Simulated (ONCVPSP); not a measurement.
LDA (Perdew-Wang 92) ONCV dataset for indium, scalar-relativistic all-electron reference.

* Element: indium (In)
* Generator: ONCVPSP 4.0.1
* Type: optimised norm-conserving Vanderbilt (ONCV)
* Functional: LDA (Perdew-Wang 92)
* Relativity: scalar-relativistic
* Frozen core: [Kr] 4d10
* Valence charge: 3
* Reference configuration: 5s1 5p2
* Partial waves: 5s: rc 1.75 bohr, ncon 4, nbas 8, qcut 2.9 1/bohr, 2 projectors, debl 1.7 Ha; 5p: rc 2.70 bohr, ncon 3, nbas 7, qcut 2.7 1/bohr, 2 projectors, debl 2 Ha
* Local potential: polynomial inside 1.20 bohr (lpopt 5, dvloc0 6 Ha)
* Core correction: Teter function, fcfact 2, rcfact 1.2

All-electron outer shells of the reference configuration (LDA (PZ), scalar-relativistic, ld1.x):

```json
{"shell": "4p", "level (eV)": "-79.71", "outermost node (bohr)": "0.42", "outermost maximum (bohr)": "0.82"}
{"shell": "4d", "level (eV)": "-20.31", "outermost node (bohr)": "0.40", "outermost maximum (bohr)": "0.94"}
{"shell": "5s", "level (eV)": "-9.48", "outermost node (bohr)": "1.02", "outermost maximum (bohr)": "2.11"}
{"shell": "5p", "level (eV)": "-3.40", "outermost node (bohr)": "1.14", "outermost maximum (bohr)": "2.74"}
```

Calculated quality:

```
Cutoffs needed             : 10 Ha and 52 Ha (the cutoffs (Ha) at which the residual kinetic energy of the hardest occupied pseudo-wave falls to 1 and 0.1 mHa per electron) The cutoffs count occupied waves only; projector 2 of the s channel, the hardest unoccupied one, needs 71 Ha at the loose tolerance.
Ghost test                 : no bound ghost flagged; GHOST(+) flagged for s at 9.7 eV, p at 73.0 eV
Largest excitation error   : +37 meV (all-electron minus pseudo) for 5s1 5p0, out of 4 test configurations
rms error of d²Exc/dni dnj : 13.46 mHa without and 8.91 mHa with the model core
```

Generation and tests took about 2.8 s on one core of a shared server CPU.
